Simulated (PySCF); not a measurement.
This PySCF input asks for the NMR shieldings of `InChI=1S/C5H15BOSi/c1-5-3-7(2)6-4-8-5/h5H,3-4,6,8H2,1-2H3/t5-/m0/s1`; the geometry comes from GFN2-xTB.

```python
import basis_set_exchange as bse
import numpy as np
from pyscf import gto, dft
from pyscf.prop import nmr

atoms = """
C    -2.110168    1.709493   -0.171347
C    -1.064413    0.658602   -0.522150
C     0.220609    0.956574    0.238599
O     1.294824    0.115881   -0.195979
C     2.555354    0.682040    0.105496
B     1.210141   -1.457109    0.408452
C    -0.074461   -2.154127   -0.300973
Si   -1.642548   -1.130362   -0.147139
H    -3.033076    1.510744   -0.709022
H    -2.327559    1.687908    0.894415
H    -1.771949    2.713737   -0.430132
H    -0.834986    0.747958   -1.588690
H     0.521247    1.999366    0.059543
H     0.064727    0.827829    1.317591
H     2.649401    1.657125   -0.381909
H     3.315813    0.006776   -0.279701
H     2.694888    0.796130    1.185194
H     1.112533   -1.322817    1.590264
H     2.245043   -1.931546    0.065708
H    -0.226122   -3.140882    0.135885
H     0.132848   -2.330184   -1.358779
H    -2.227223   -1.125287    1.203115
H    -2.709675   -1.450863   -1.108363
"""
names = dict.fromkeys(["C", "O", "B", "Si", "H"], "pcSseg-1")
basis = {el: gto.basis.parse(bse.get_basis(n, elements=[el], fmt="nwchem")) for el, n in names.items()}
mol = gto.M(atom=atoms, basis=basis, charge=0, verbose=0)
mf = dft.RKS(mol, xc="PBE0")
mf.grids.level = 2
mf.grids.alignment = dft.numint.BLKSIZE   # the property module wants whole blocks of grid points
mf.conv_tol = 1e-9
mf.kernel()

calc = nmr.RKS(mf)   # GIAO
C = mf.mo_coeff
Co = C[:, mf.mo_occ > 0]
resp = mf.gen_response(singlet=True, hermi=2)
def vind(x):   # induced exchange potential for any number of trial vectors
    d = np.einsum("pi,xij,qj->xpq", C, 2 * x.reshape(-1, C.shape[1], Co.shape[1]), Co, optimize=True)
    return np.einsum("xpq,pi,qj->xij", resp(d - d.transpose(0, 2, 1)), C, Co, optimize=True).ravel()
mo1, _ = nmr.rhf.solve_mo1(calc, with_cphf=vind)
sigma = calc.kernel(mo1)
for i, s in enumerate(sigma):   # ppm
    print("%2d %-2s %9.2f" % (i, mol.atom_pure_symbol(i), np.trace(s) / 3))
```

Question: What are the results?

Answer: 
```
 0 C     171.00
 1 C     165.09
 2 C      98.34
 3 O     300.90
 4 C     118.19
 5 B      91.18
 6 C     189.29
 7 Si    387.95
 8 H      30.38
 9 H      31.04
10 H      30.79
11 H      30.57
12 H      28.10
13 H      28.15
14 H      28.35
15 H      27.57
16 H      28.09
17 H      28.46
18 H      27.98
19 H      32.10
20 H      31.34
21 H      27.84
22 H      27.56
```

These numbers come from an equivalent density-fitted implementation of the same equations, which agrees with the script to about 0.01 ppm for H and up to a few tenths of a ppm for heavy atoms, so last digits may differ.

Size and cost of the density-fitted run: 218 basis functions, 84 s wall time on 1 thread of an Arm Neoverse N1, shared host; peak memory 1.1 GiB.
